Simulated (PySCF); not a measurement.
# Potential energy of KAs⁺ along the bond

Set-up: basis K pcseg-1, As pcseg-1; no relativity; PySCF 2.14. Energies in eV from K⁺ + As in their ground configurations at the same level. State: ⁴Σ⁻ (quartet), unpaired electrons σ ↑, π ↑↑.

All columns are PBE0. A positive dipole points towards As; it is taken about the centre of mass and depends on that origin.

```
R (Å)  E (eV)   μ (D)  Mulliken charge on K (basis-dependent)  HOMO (eV)  LUMO (eV)  Mayer bond order  ⟨S²⟩
3.153  -0.073   -8.26                                    0.92     -11.62      -7.62              0.16  3.75
3.299  -0.125   -8.76                                    0.92     -11.46      -7.50              0.16  3.75
3.446  -0.151   -9.26                                    0.92     -11.31      -7.36              0.16  3.75
3.556  -0.159   -9.65                                    0.92     -11.20      -7.26              0.15  3.75
3.666  -0.161  -10.04                                    0.93     -11.09      -7.15              0.15  3.75
3.776  -0.159  -10.44                                    0.93     -10.99      -7.04              0.14  3.75
3.923  -0.151  -10.97                                    0.94     -10.85      -6.90              0.13  3.75
4.106  -0.137  -11.65                                    0.94     -10.69      -6.72              0.11  3.75
4.326  -0.118  -12.46                                    0.95     -10.51      -6.50              0.09  3.75
4.619  -0.094  -13.55                                    0.96     -10.29      -6.23              0.07  3.75
```

A fit through these points gives, at Re = 3.650 Å, μ = -9.99 D and dμ/dR = -3.58 D/Å; the reduced mass is 25.63 u.

**Question.** How strong is the fundamental in the double-harmonic approximation, I = 42.26·(dμ/dR)²/μred km/mol?

**Answer.** I = 42.26·(-3.58)²/25.63 = 21.1 km/mol at PBE0.

The bond is weak. Basis-set superposition, not corrected here, can be much of De in a small basis, most of all at correlated wavefunction levels. Spin–orbit coupling is left out. For an ion De counts to the pair picked by the measured ionisation energies or electron affinities, which need not be the lowest pair at this level. The state was picked by a PBE0 search and need not be the measured ground state.
